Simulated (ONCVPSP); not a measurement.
## What one change does to a pseudopotential (Rb, ONCV)

* Element: rubidium
* Generator: ONCVPSP 4.0.1
* Type: optimised norm-conserving Vanderbilt (ONCV)
* Functional: LDA (Perdew-Wang 92)
* Relativity: scalar-relativistic
* Frozen core: [Ar] 3d10 4s2
* Valence charge: 7
* Reference configuration: 4p6 5s0.75 (charge +0.25)
* Partial waves: 5s: rc 3.45 bohr, ncon 4, nbas 8, qcut 2 1/bohr, 2 projectors, debl 0.8 Ha; 4p: rc 2.20 bohr, ncon 4, nbas 7, qcut 7.3 1/bohr, 1 projector; d scattering state at 0.28 Ha: rc 3.60 bohr, ncon 3, nbas 8, qcut 2.5 1/bohr, 1 projector
* Local potential: polynomial inside 1.60 bohr (lpopt 5, dvloc0 4 Ha)
* Core correction: Teter function, fcfact 4.25, rcfact 1.65

In the d channel the program set the typed energies aside and used 0.050 Ha.

Change: s: rc 4.72.

Cutoffs: the cutoffs (Ha) at which the residual kinetic energy of the hardest occupied pseudo-wave falls to 1 and 0.1 mHa per electron; they do not see the model core or the augmentation charge, which bear on the density cutoff. Errors are all-electron minus pseudo energies relative to the spin-unpolarised reference configuration.

Predict the effect on cutoff, ghosts and configuration errors.

The potential gets neither clearly harder nor softer (9.2 Ha and 15 Ha → 9.2 Ha and 15 Ha); of the 4 tests that both files solve, the error grows in 0 and shrinks in 2 by more than 15 % and 0.3 meV (median size 1.2 → 0.1 meV); neither file shows a bound ghost.

```tsv
quantity	base	changed
cutoff, loose	9.2 Ha	9.2 Ha
cutoff, tight	15 Ha	15 Ha
loose cutoff by channel	s 1.2 Ha, p 9.2 Ha	s 1.1 Ha, p 9.2 Ha
bound ghosts	none	none
GHOST(+) flags under 300 eV	s at 11.3 eV	s at 9.1 eV
error for 4p6 5s1, meV [ΔE -0.71 eV]	+0.1	+0.1
error for 4p6 5s0, meV [ΔE 3.57 eV]	+2.2	+0.1
error for 4p6 5s0.5, meV [ΔE 0.95 eV]	+0.1	0.0
error for 4p6 5s0 5p1, meV [ΔE 0.91 eV]	+3.7	+2.5
p: phases at 2.24 bohr within 0.05 rad from the reference energy up to (Ha; the scan ends near 5)	1.0	1.0
d: phases at 3.66 bohr within 0.05 rad from the reference energy up to (Ha; the scan ends near 5)	0.4	0.4
rms error of d²Exc/dni dnj with the model core, mHa	0.49	0.46
```
